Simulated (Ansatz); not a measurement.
Steps of a relaxation of CH4BClO2 with RKS PBE0-D4/def2-TZVP.

```sh
$ ansatz run in.yaml --threads 2 --pin off --events-out ev --progress --plain --max-ram 4352MiB
```

```yaml
crystal:
  periodic: [false, false, false]
  atoms:
    - {symbol: B, position_ang: [-0.087483, 0.863357, -0.970188]}
    - {symbol: C, position_ang: [-0.136343, -0.277090, 0.145893]}
    - {symbol: O, position_ang: [0.465907, -1.429351, -0.045289]}
    - {symbol: O, position_ang: [-0.722077, -0.059703, 1.302007]}
    - {symbol: Cl, position_ang: [1.548005, 1.590206, -0.273110]}
    - {symbol: H, position_ang: [-1.015650, 1.643502, -0.831908]}
    - {symbol: H, position_ang: [0.077497, 0.377829, -2.077583]}
    - {symbol: H, position_ang: [0.512004, -1.990924, 0.762969]}
    - {symbol: H, position_ang: [-0.553259, -0.764026, 1.970009]}
basis:
  gaussian: {orbitals: def2-TZVP}
hamiltonian: {xc: pbe0, dispersion: d4}
relax: {f_tol: 0.005, max_steps: 150}
```

Positions (Å) and forces (eV/Å) along the path, 7 of 7 steps:

```xyz
9
step=1 energy=-18387.3387 eV
B    -0.087    0.863   -0.970   -0.118    0.030   -0.134
C    -0.136   -0.277    0.146    0.015   -0.400    0.420
O     0.466   -1.429   -0.045   -0.376    0.331    0.773
O    -0.722   -0.060    1.302    0.528   -0.712   -0.252
Cl    1.548    1.590   -0.273   -0.221   -0.086   -0.106
H    -1.016    1.644   -0.832    0.370   -0.277   -0.046
H     0.077    0.378   -2.078   -0.038    0.196    0.419
H     0.512   -1.991    0.763   -0.013    0.380   -0.614
H    -0.553   -0.764    1.970   -0.147    0.537   -0.460
9
step=2 energy=-18387.3722 eV
B    -0.090    0.857   -0.965    0.019    0.028   -0.011
C    -0.138   -0.280    0.148   -0.017   -0.136    0.123
O     0.461   -1.423   -0.042   -0.155    0.177    0.277
O    -0.718   -0.064    1.296    0.217   -0.252   -0.145
Cl    1.538    1.588   -0.279   -0.083   -0.031   -0.041
H    -1.002    1.633   -0.829    0.098   -0.092   -0.016
H     0.079    0.382   -2.060   -0.024    0.050    0.123
H     0.511   -1.981    0.755    0.014    0.080   -0.202
H    -0.552   -0.756    1.960   -0.069    0.176   -0.107
9
step=3 energy=-18387.3768 eV
B    -0.087    0.855   -0.961    0.042    0.010    0.027
C    -0.138   -0.281    0.148   -0.002    0.009   -0.011
O     0.458   -1.419   -0.041   -0.018    0.026    0.017
O    -0.715   -0.064    1.291    0.020   -0.017   -0.025
Cl    1.535    1.589   -0.282   -0.026   -0.002   -0.021
H    -0.997    1.624   -0.826   -0.012    0.013   -0.002
H     0.078    0.380   -2.050    0.002   -0.003   -0.017
H     0.510   -1.980    0.747    0.016   -0.039   -0.005
H    -0.556   -0.750    1.957   -0.021    0.004    0.037
9
step=4 energy=-18387.3772 eV
B    -0.086    0.855   -0.960    0.035    0.016    0.015
C    -0.135   -0.281    0.150   -0.031   -0.002   -0.025
O     0.458   -1.419   -0.041    0.003    0.016    0.007
O    -0.715   -0.064    1.292    0.016    0.001   -0.007
Cl    1.535    1.594   -0.287   -0.002    0.005   -0.006
H    -0.996    1.624   -0.826   -0.014    0.003    0.002
H     0.079    0.381   -2.049   -0.003   -0.010   -0.010
H     0.509   -1.985    0.745    0.008   -0.025    0.002
H    -0.560   -0.750    1.959   -0.011   -0.003    0.023
9
step=5 energy=-18387.3774 eV
B    -0.082    0.856   -0.958    0.000    0.012   -0.012
C    -0.136   -0.282    0.151    0.015   -0.005    0.019
O     0.459   -1.419   -0.041    0.002   -0.005   -0.007
O    -0.714   -0.064    1.292   -0.007    0.005    0.003
Cl    1.536    1.602   -0.293    0.000   -0.001    0.001
H    -0.996    1.622   -0.825   -0.004   -0.001    0.001
H     0.079    0.379   -2.047   -0.002   -0.003   -0.001
H     0.509   -1.991    0.741   -0.006    0.004    0.003
H    -0.565   -0.749    1.963    0.002   -0.005   -0.006
9
step=6 energy=-18387.3775 eV
B    -0.081    0.857   -0.958    0.001    0.000    0.001
C    -0.134   -0.281    0.152   -0.008   -0.008    0.001
O     0.459   -1.419   -0.040    0.006   -0.002   -0.001
O    -0.713   -0.064    1.293    0.001    0.004    0.005
Cl    1.536    1.603   -0.294   -0.001    0.002   -0.003
H    -0.997    1.621   -0.825    0.002    0.001    0.000
H     0.078    0.378   -2.047    0.002    0.002    0.000
H     0.507   -1.991    0.741   -0.003    0.004    0.001
H    -0.567   -0.750    1.962    0.001   -0.002   -0.004
9
step=7 energy=-18387.3775 eV
B    -0.081    0.857   -0.958    0.002    0.002    0.000
C    -0.134   -0.281    0.152    0.001   -0.002    0.003
O     0.460   -1.419   -0.040    0.000    0.000   -0.003
O    -0.713   -0.064    1.293   -0.001    0.002   -0.001
Cl    1.536    1.605   -0.296   -0.001   -0.001    0.000
H    -0.997    1.621   -0.824    0.000   -0.001   -0.001
H     0.079    0.378   -2.047   -0.001    0.000    0.001
H     0.506   -1.991    0.742    0.000    0.000    0.001
H    -0.567   -0.752    1.961    0.000   -0.001    0.001
```

Hardware: 2 threads of an Arm Neoverse V1 on a shared host. Wall time 42 s, peak host memory 0.43 GiB.
